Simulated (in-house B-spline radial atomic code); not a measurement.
## RPA and G0W0 on LDA exchange-only: P8+

Configuration [He] 2s2 2p3, highest spin, mean-field start LDA exchange-only. Computed with an all-electron radial atomic-structure program (B-spline basis): all electrons, scalar-relativistic (spin-free one-electron X2C), finite nucleus, each spin shell either full or empty, empty states to l = 9 with an (l + 1/2)⁻⁴ tail; G0W0 by contour deformation at full frequency.

Command:
```bash
python run_gw.py task.json out
```
Settings (radii: box in bohr, nucleus in fm):
```
Z                        15
electrons                7
configuration            [He] 2s2 2p3
hamiltonian              x2c
method                   lda,
lmax                     9
rms_radius               3.1889
spin_polarised           True
box_radius               7.7
intervals                67
```

Cost of the run: 1.9 s on 1 thread of Arm Neoverse N1, on a shared host.

Energies (hartree):

```csv
term,value
mean-field total,-304.51850
Hartree-Fock functional on these orbitals,-306.18596
direct second order,-0.44547
second-order exchange,0.22096
SOSEX correction,0.19834
```

Q: What is the RPA correlation energy, and what remains with SOSEX?

A: RPA gives -0.40112 hartree (-1.56 eV per electron); RPA + SOSEX gives -0.20278, and the second-order doubles -0.22451 hartree (no singles). SOSEX takes back 49 % of the RPA value.

Quasi-particle levels (eV):

```csv
level,occupied,mean field,Σx - vxc,Σc,QP weight,G0W0
2p up,yes,-345.78,-29.11,?,?,?
2s down,yes,-370.61,-21.28,-3.33,0.975,-395.22
1s down,yes,-2330.70,-108.97,17.77,0.929,-2421.90
2p down,no,-327.71,22.20,-4.23,0.981,-309.73
```

G0W0 = mean field + (Σx - vxc) + Σc, with Σc (partial-wave tail included) taken at the quasi-particle energy. Levels of low weight are left out.

Q: Where does G0W0 put 2p up?

A: At -372.75 eV, with Σc = 2.14 eV and a quasi-particle weight of 0.970. The tabulated removal energy is 372.31 ± 0.21 eV (NIST, semi-empirical); the calculation leaves out spin-orbit coupling, Breit and QED terms, and what these don't explain is the method's own error.
